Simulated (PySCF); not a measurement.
Numbering as in the mapped SMILES `[CH3:1][Si:2]([CH3:3])([CH3:4])[c:5]1[cH:6][cH:7][n:8][cH:9][cH:10]1`. Hydrogens are named by the atom that carries them.

GIAO PBE0/pcSseg-1 shifts (PySCF, gas phase, non-relativistic, equivalent atoms averaged), each against references optimised in the same way as the molecule (TMS, NH3).

On the GFN2-xTB geometry: C5 155.0, C7/C9 154.8, C6/C10 132.8, C1/C3/C4 -1.1, Si2 -3.9, N8 361.7, H(C7)/H(C9) 8.93, H(C6)/H(C10) 7.41, H(C1)/H(C3)/H(C4) 0.29 ppm.

What changes on the PBE0-D3(BJ)/def2-SVP geometry?

Results:


```tsv
atoms	δ (ppm)	change
C5	153.9	-1.1
C7/C9	154.9	+0.1
C6/C10	133.2	+0.4
C1/C3/C4	-1.3	-0.2
Si2	-3.8	+0.1
N8	363.6	+1.9
H(C7)/H(C9)	8.72	-0.21
H(C6)/H(C10)	7.25	-0.16
H(C1)/H(C3)/H(C4)	0.28	-0.01
```

Bonds between heavy atoms that differ most (equivalent bonds averaged): C1–Si2 1.907 → 1.880 Å, Si2–C5 1.904 → 1.895 Å, C6–C7 1.385 → 1.395 Å, C5–C6 1.393 → 1.401 Å, C7–N8 1.322 → 1.330 Å. Mean change of bonds to hydrogen: C–H +0.015 Å. The two structures also differ in conformation, which adds to the changes.
